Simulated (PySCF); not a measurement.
[SmH4]− at several levels of theory

Computed with PySCF 2.14.0 (density fitting, no spin-orbit coupling) at the geometry relaxed with PBE0:

```xyz
5
[SmH4]− (singlet in the valence; each metal's 4f electrons, 5 of them, lie in its core potential, out of spins and levels)
Sm    0.0000    0.0000    0.0000
H     1.2350    1.2350    1.2350
H    -1.2350   -1.2350    1.2350
H     1.2350   -1.2350   -1.2350
H    -1.2350    1.2350   -1.2350
```

```
level                                    basis    state  HOMO (eV)  gap (eV)  charge on Sm1 (e)  population of f-type functions on Sm1 (polarisation alone where 4f lies in the core)  dipole about the centre of mass (D)  largest force component (eV/Å)
 PBE0    Sm lcecp-1-SVP with ECP51, H def2-SVP  singlet      -2.13      5.92               0.27                                                                                  0.02                                 0.00                            0.00
 TPSS                                 the same  singlet      -1.14      4.35               0.40                                                                                  0.02                                 0.00                            0.02
 PBE0  Sm lcecp-1-TZVP with ECP51, H def2-TZVP  singlet      -2.18      5.94               0.55                                                                                  0.03                                 0.00                            0.00
```

In the lcecp rows the 4f levels are missing from HOMO and gap, and the state counts the valence alone.

Charges are Mulliken's, which hang on the basis. The relaxation used the grid (50, 194), these runs (75, 302) or, all-electron (x2c bases, spin-free X2C Hamiltonian), (99, 590).

**Question.** What does B3LYP with Sm lcecp-1-SVP with ECP51, H def2-SVP give here?

**Answer.** state singlet, HOMO (eV) -1.94, gap (eV) 5.52, charge on Sm1 (e) 0.20, population of f-type functions on Sm1 (polarisation alone where 4f lies in the core) 0.02, dipole about the centre of mass (D) 0.00, largest force component (eV/Å) 0.03. Time: 1.4 s on 2 threads of Arm Neoverse V1, with other jobs on the host, from an already converged density.

In the first row's basis the gap widens with exact exchange: 4.3 eV for TPSS (none); 5.5 to 5.9 eV for B3LYP, PBE0 (a fixed share).

An lcecp potential fixes the number of 4f electrons, so in runs with it no electron can move into or out of that shell.
